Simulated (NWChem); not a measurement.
System: CH7FSi2; SMILES C([SiH3])(F)[SiH3]

Parts of the log:

```
             Northwest Computational Chemistry Package (NWChem) 7.3.0
             --------------------------------------------------------

 CS  symmetry detected

                             Geometry "geometry" -> ""
                             -------------------------

 Output coordinates in angstroms (scale by  1.889725989 to convert to a.u.)

  No.       Tag          Charge          X              Y              Z
 ---- ---------------- ---------- -------------- -------------- --------------
    1 F                    9.0000    -1.66617443    -0.14730206     0.00000000
    2 C                    6.0000    -0.39472330     0.43845366     0.00000000
    3 Si                  14.0000     0.48501157    -0.06110151     1.61264900
    4 Si                  14.0000     0.48501157    -0.06110151    -1.61264900
    5 H                    1.0000    -0.52029499     1.53853240     0.00000000
    6 H                    1.0000    -0.34645577     0.34750543     2.78227200
    7 H                    1.0000     1.81170769     0.62539347     1.67168800
    8 H                    1.0000     0.68668843    -1.53924570     1.64010300
    9 H                    1.0000    -0.34645577     0.34750543    -2.78227200
   10 H                    1.0000     1.81170769     0.62539347    -1.67168800
   11 H                    1.0000     0.68668843    -1.53924570    -1.64010300

 Effective nuclear repulsion energy (a.u.)     220.0311958023

      Symmetry information
      --------------------

 Group name             Cs
 Group number              2
 Group order               2
 No. of unique centers     7

  pbe96 is a nonlocal functional; adding pw91lda local functional.

                                 NWChem DFT Module
                                 -----------------

 Summary of "ao basis" -> "ao basis" (spherical)
 ------------------------------------------------------------------------------
       Tag                 Description            Shells   Functions and Types
 ---------------- ------------------------------  ------  ---------------------
 F                          def2-svp                 6       14   3s2p1d
 C                          def2-svp                 6       14   3s2p1d
 Si                         def2-svp                 8       18   4s3p1d
 H                          def2-svp                 3        5   2s1p

      Symmetry analysis of basis
      --------------------------

        a'         57
        a"         42

            General Information
            -------------------
          SCF calculation type: DFT
          Wavefunction type:  closed shell.
          No. of atoms     :    11
          No. of electrons :    50
           Alpha electrons :    25
            Beta electrons :    25
          Charge           :     0
          Spin multiplicity:     1
          Use of symmetry is: on ; symmetry adaption is: on
          Maximum number of iterations: 150
          AO basis - number of functions:    99
                     number of shells:    49
          Convergence on energy requested:  1.00D-06
          Convergence on density requested:  1.00D-05
          Convergence on gradient requested:  5.00D-04

              XC Information
              --------------
          PerdewBurkeErnzerhof Exchange Functional  1.000
            Perdew 1991 LDA Correlation Functional  1.000 local
           PerdewBurkeErnz. Correlation Functional  1.000 non-local

             Grid Information
             ----------------
          Grid used for XC integration:  medium
          Radial quadrature: Mura-Knowles
          Angular quadrature: Lebedev.
          Tag              B.-S. Rad. Rad. Pts. Rad. Cut. Ang. Pts.
          ---              ---------- --------- --------- ---------
          F                   0.50       49          10.0       434
          C                   0.70       49           8.0       434
          Si                  1.10       88          11.0       590
          H                   0.35       45          13.0       434
          Grid pruning is: on
          Number of quadrature shells:   366
          Spatial weights used:  Erf1

      Superposition of Atomic Density Guess
      -------------------------------------

 Sum of atomic energies:        -717.88936362

      Non-variational initial energy
      ------------------------------

 Total energy =    -719.262557
 1-e energy   =   -1432.089505
 2-e energy   =     492.795752
 HOMO         =      -0.316612
 LUMO         =       0.053932

      Symmetry analysis of molecular orbitals - initial
      -------------------------------------------------

  Numbering of irreducible representations:

     1 a'          2 a"

  Orbital symmetries:

     1 a'          2 a"          3 a'          4 a'          5 a'
     6 a"          7 a'          8 a'          9 a"         10 a"
    11 a'         12 a"         13 a'         14 a'         15 a"
    16 a'         17 a'         18 a"         19 a'         20 a'
    21 a'         22 a"         23 a"         24 a'         25 a"
    26 a'         27 a'         28 a'         29 a"         30 a"
    31 a'         32 a"         33 a'         34 a"         35 a'

     ---------------------------------------------
      Total Density - Mulliken Population Analysis
     ---------------------------------------------

    Atom       Charge   Shell Charges
 -----------   ------   -------------------------------------------------------
    1 F    9     9.45   1.99  1.14  0.79  3.45  2.08  0.00
    2 C    6     6.07   1.99  0.95  0.33  1.75  1.00  0.04
    3 Si  14    13.59   2.00  1.99  1.01  0.28  5.94  1.14  1.10  0.13
    4 Si  14    13.59   2.00  1.99  1.01  0.28  5.94  1.14  1.10  0.13
    5 H    1     0.89   0.68  0.19  0.02
    6 H    1     1.07   0.70  0.36  0.01
    7 H    1     1.06   0.69  0.36  0.01
    8 H    1     1.07   0.70  0.37  0.01
    9 H    1     1.07   0.70  0.36  0.01
   10 H    1     1.06   0.69  0.36  0.01
   11 H    1     1.07   0.70  0.37  0.01

[...]
```

Level: PBE/def2-SVP. Geometry: optimised at PBE0/def2-SVP.

Task: Write an input that gives this output.

Result: One answer among several that fit: the input that was run:
```
start job
memory heap 200 mb stack 900 mb global 1100 mb
geometry units angstroms noautoz
  F     -1.679658    -0.168193     0.000000
  C     -0.416064     0.434325     0.000000
  Si     0.470200    -0.053553    -1.612649
  Si     0.470200    -0.053553     1.612649
  H     -0.556172     1.532647     0.000000
  H     -0.366598     0.344023    -2.782272
  H      1.787702     0.650426    -1.671688
  H      0.691406    -1.528901    -1.640103
  H     -0.366598     0.344023     2.782272
  H      1.787702     0.650426     1.671688
  H      0.691406    -1.528901     1.640103
end
basis spherical
  * library def2-svp
end
dft
  xc xpbe96 cpbe96
  iterations 150
  mulliken
end
task dft energy
```
